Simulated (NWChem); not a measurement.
HfF4; SMILES [F][Hf]([F])([F])[F]

Program: NWChem. All runs use the structure optimised with PBE0/def2-SVP. def2 effective core potentials on Hf; no spin-orbit coupling.

Q: What does the run give for PBE/def2-SVPD? Quantities: highest occupied level (eV); orbital gap (eV).

A: 
```json
{
 "highest occupied level (eV)": "-10.27",
 "orbital gap (eV)": "8.46"
}
```
